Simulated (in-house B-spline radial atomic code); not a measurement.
Computed with a B-spline radial atomic code. Model: two electrons, singlet ground state, non-relativistic, full CI in B-splines with partial waves to l = 8 (at full coupling up to 3e-4 hartree above the limit, correlation up to 0.6 % small), density held at that of full coupling by Lieb maximisation.

Along the adiabatic connection the electron repulsion is scaled by a coupling λ while a local potential keeps the density fixed. At λ = 0 the system is the Kohn-Sham one and W equals the exchange energy; the exchange-correlation energy is the area under W between 0 and 1. The kinetic energy rises with λ as the electrons avoid each other, with dT/dλ = −λ dW/dλ.

Command:
```bash
python run_ac.py task.json out
```
Settings (lengths in bohr, energies in hartree):
```
potential              ball
strength               1
lmax                   8
wall_radius            1.38
```

Time taken, with all properties: 2.9 s on 1 thread of Intel(R) Xeon(R) Processor @ 2.30GHz, with other jobs on the host.

**W = mean repulsion less Hartree energy, and W of three functionals.**

Given: confinement empty hard sphere; hard wall radius 1.38 bohr; external potential zero inside.

Computed: LDA exchange minus exact 168.53 millihartree; SCAN exchange minus exact -13.514 millihartree.

```
coupling  W xc (hartree)  W xc minus exchange (millihartree)  kinetic minus Kohn-Sham (millihartree)  LDA (PW92) W minus its exchange (millihartree)  PBE W minus its exchange (millihartree)  SCAN W minus its exchange (millihartree)
       0         -1.2667                                   0                                       0                                               0                                        0                                         0
    0.02         -1.2689                              -2.238                                       0                                          -12.66                                    -4.11                                     -1.96
    0.05         -1.2722                              -5.561                                     0.1                                          -26.15                                    -9.95                                     -4.84
    0.12         -1.2798                             -13.158                                     0.8                                          -50.58                                    -22.5                                    -11.36
    0.25         -1.2934                             -26.713                                     3.3                                          -85.24                                   -43.13                                    -22.92
     0.4               ?                                   ?                                       ?                                               ?                                        ?                                         ?
     0.6               ?                                   ?                                       ?                                               ?                                        ?                                         ?
     0.8         -1.3436                             -76.925                                    29.1                                         -180.77                                  -110.13                                    -65.95
       1         -1.3594                             -92.691                                    43.3                                         -206.16                                  -129.62                                    -79.73
     1.4         -1.3876                              -120.9                                      77                                         -249.03                                  -163.68                                    -104.9
       2          -1.423                             -156.34                                   136.9                                          -300.2                                  -205.88                                   -137.74
       3         -1.4685                             -201.82                                   249.4                                         -364.31                                  -260.69                                   -182.49
     4.5         -1.5162                              -249.5                                   425.8                                         -432.51                                  -320.79                                   -233.35
       7         -1.5661                             -299.42                                   707.4                                         -508.02                                  -388.99                                    -291.5
      10         -1.6025                             -335.77                                  1012.1                                         -567.45                                  -443.59                                   -336.58
```

(1) What belongs in the row 0.4?

(2) What belongs in the row 0.6?

(3) What is the PBE exchange minus exact?

**Energy parts, natural occupations and partial-wave weights.**

Computed: total energy 6.4137 hartree; exchange energy -1.2667 hartree; correlation energy -0.049373 hartree; initial slope twice GL2 -0.11236 hartree; Hartree energy 2.5334 hartree; Kohn-Sham kinetic 5.1964 hartree; Lieb Oxford ratio E_xc over LDA exchange 1.1984.

```
natural  occupation of the shell (electrons)
      s                               1.9865
      p                                    ?
      d                           0.00049802
      s                           0.00028072
      f                           6.4885e-05
      p                           5.2134e-05
```

(4) What belongs in the row p?

| wave | weight |
| --- | --- |
| s | 0.9934 |
| p | 0.0063003 |
| d | ? |
| f | 3.4538e-05 |
| g | 7.8248e-06 |

(5) What belongs in the row d?

(6) What is the kinetic part over minus potential part?

(7) What is the kinetic part of the DFT correlation energy?

Results:

(1) W xc (hartree): -1.3082; W xc minus exchange (millihartree): -41.502; kinetic minus Kohn-Sham (millihartree): 8.1; LDA (PW92) W minus its exchange (millihartree): -116.92; PBE W minus its exchange (millihartree): -64.01; SCAN W minus its exchange (millihartree): -35.51.

(2) W xc (hartree): -1.3266; W xc minus exchange (millihartree): -59.904; kinetic minus Kohn-Sham (millihartree): 17.3; LDA (PW92) W minus its exchange (millihartree): -151.58; PBE W minus its exchange (millihartree): -88.48; SCAN W minus its exchange (millihartree): -51.26.

(3) 52.714 millihartree.

(4) occupation of the shell (electrons): 0.012546.

(5) weight: 0.00025569.

(6) 0.46734.

(7) 0.043318 hartree.

Half-way to full coupling W has made 55 % of its drop, against 50 % for a straight line, and second-order (GL2) theory, half the initial slope, overshoots the correlation energy by about 14 %: a moderate bend, as in light atoms. Over couplings 0 to 1 the errors in E_xc come to about +92 millihartree for LDA, +29 millihartree for PBE, -6.5 millihartree for SCAN, so SCAN is nearest. In LDA and PBE and SCAN the errors of exchange and correlation have opposite signs, so the sum is smaller than the larger of the two.
